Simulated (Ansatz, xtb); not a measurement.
## Ranking isomers of ClH2NSn

3 gas-phase structures of ClH2NSn, found in a search over its isomers (lower ones may exist). Each was relaxed with GFN2-xTB:

A. `[NH2][Sn][Cl]`, a singlet
B. `[NH2][Sn][Cl]`, a triplet
C. `[H]/[N]=[SnH]/[Cl]`, a singlet

Q: Which do you expect lowest at r2SCAN-D4/def2-SVP, and how would the others follow?

A: Calculated order at r2SCAN-D4/def2-SVP: A (0.0), B (53.2), C (71.7) kcal/mol.

Energies above the lowest of each column, in kcal/mol; the last columns are at B3LYP-D3(BJ)/def2-SVP geometries (a dash: not run or not comparable):

```csv
structure,GFN2-xTB,HF/STO-3G,r2SCAN-D4/def2-SVP,B3LYP-D3(BJ)/def2-SVP
A,0.0,0.0,0.0,0.0
B,–,53.0,53.2,55.1
C,70.7,70.4,71.7,73.1
```

Every level run on A puts it lowest or level with the lowest. Some further structures that were screened fall inside this span and aren't listed. Flexible structures stand in one conformer each, not always the lowest. GFN2-xTB has no spin polarisation and isn't compared across spin states. Open shells are spin-unrestricted. Atoms past krypton carry core potentials in the def2 sets, without spin–orbit terms.

Programs: Ansatz 0.2.0, xtb 6.7.1.
